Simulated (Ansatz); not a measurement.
`FCC(F)I` + HCl → `FCCl` + `FCI`  (substitution at a C–C bond)

Isolated molecules relaxed with PBE0-D4/def2-TZVP in Ansatz; ΔE leaves out vibrations. CCSD(T)/CBS adds triple-zeta CCSD(T) − MP2 to the extrapolated MP2 energy (def2 sets, frozen cores). This one scheme is used for every species. Functionals use def2-TZVPP. Elements past krypton have def2 core potentials. For I outer-core shells are correlated without core-valence functions, which leaves a few kJ/mol of doubt a bond. One conformer a species, not always the lowest.

`FCC(F)I`:

Z-matrix (Å, degrees):
```
C
C 1 1.503
F 1 1.378 2 108.9
H 1 1.093 2 110.2 3 119.2
H 1 1.092 2 110.0 3 -119.2
I 2 2.154 1 108.3 3 173.6
F 2 1.354 1 110.8 3 -65.9
H 2 1.090 1 112.7 3 56.6
```

HCl:

Cartesian coordinates in Å:
```
Cl -0.274 0.473 0.331
H 0.274 -0.473 -0.331
```

`FCCl`:

Cartesian coordinates in Å:
```
F -0.121 -1.174 -0.671
C -0.125 -0.024 0.045
Cl 1.406 0.834 -0.154
H -0.240 -0.260 1.102
H -0.920 0.624 -0.322
```

`FCI`:

Z-matrix (Å, degrees):
```
C
F 1 1.353
I 1 2.142 2 111.0
H 1 1.088 2 109.9 3 117.7
H 1 1.088 2 109.9 3 -117.7
```

CCSD(T)/CBS gives +41.1 kJ/mol.

(1) Another level gave +42.9 kJ/mol. Which?
A. r2SCAN0/def2-TZVPP
B. MP2/def2-TZVPP
C. PBE0/def2-TZVPP
D. revPBE/def2-TZVPP

Largest T1 diagnostic among the species: 0.010.

Answers

(1) B. MP2/def2-TZVPP 42.9, PBE0 31.9, r2SCAN0 36.2, revPBE 23.1 kJ/mol.

The D4 term adds +5.2 kJ/mol with B3LYP and +2.9 kJ/mol with PBE0; it sums over pairs of atoms, weighted by their polarisabilities, and B3LYP, whose exchange is more repulsive, gets the larger term. In def2-TZVPP, CCSD(T) changes the Hartree–Fock value by +11.1 kJ/mol (the triples alone add +0.3 kJ/mol) and MP2 by +12.2 kJ/mol.

CCSD(T)/CBS has its own doubt, a few kJ/mol and more with outer-core shells, so smaller differences from it don't rank the levels.

B3LYP here is the variant with VWN-RPA as its local correlation; programs differ in this.
